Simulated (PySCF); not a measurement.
## SeF⁻ from Hartree–Fock to correlated methods

State: ¹Σ⁺ (singlet), closed shell. Set-up: Se aug-pcseg-1, F aug-pcseg-1; no relativity (PySCF 2.14). De refers to Se + F⁻ in their high-spin ground configurations, without counterpoise correction. A positive dipole points towards F; it is taken about the centre of mass and depends on that origin.

| Level | Re (Å) | ωe (cm⁻¹) | De (eV) | μ (D) |
| --- | --- | --- | --- | --- |
| RHF | 1.861 | 575 | n/a | -1.11 |
| RHF-MP2 | 1.901 | 545 | 2.09 | n/a |
| RHF-SCS-MP2 | 1.905 | 539 | 2.10 | n/a |
| RHF-CCSD | 1.901 | 541 | 2.08 | n/a |
| RHF-CCSD(T) | 1.910 | 528 | 2.16 | n/a |
| PBE | 1.914 | 515 | 2.55 | -0.76 |
| revPBE | 1.924 | 503 | 2.35 | -0.79 |
| r²SCAN | 1.892 | 538 | 2.48 | -0.70 |
| TPSSh | 1.894 | 540 | 2.53 | -0.76 |
| PBE0 | 1.882 | 552 | 2.44 | -0.80 |
| BHandHLYP | 1.874 | 561 | n/a | -1.00 |

Problem. Which functional lies closest to RHF-CCSD(T) in De, which farthest, and by how much do they differ from it?

Solution. Closest is revPBE (+1.4 pm in Re, -4.7 % in ωe, +0.19 eV in De against RHF-CCSD(T) in the same basis), farthest PBE (+0.4 pm in Re, -2.5 % in ωe, +0.39 eV in De). CCSD(T) converges more slowly with the basis than the functionals do and binds too weakly in this one, so the order can change at the basis-set limit.

Problem. What does a quarter of exact exchange do here, going from PBE to PBE0?

Solution. PBE0 less PBE: -3.2 pm in Re, +7.2 % in ωe, -0.11 eV in De. Exact exchange removes part of the self-interaction that spreads semilocal densities, and in most molecules shortens and stiffens the bond and lowers De; so it does here.

Problem. What does the step from GGA to meta-GGA do here, going from PBE to r²SCAN?

Solution. r²SCAN less PBE: -2.2 pm in Re, +4.5 % in ωe, -0.07 eV in De. 

Correlated steps freeze 10 core orbitals. Correlated levels converge slowly with the basis: in double zeta they bind strong bonds too weakly, by up to about 1 eV, and carry superposition errors of some tenths. For an ion De counts to the pair picked by the measured ionisation energies or electron affinities, which need not be the lowest pair at this level. Where the molecule has an RHF reference, its open-shell atoms are computed with UHF. The highest Kohn–Sham level is positive in this anion. Much of that is self-interaction error, but it also means that the finite basis helps to hold the extra electron.
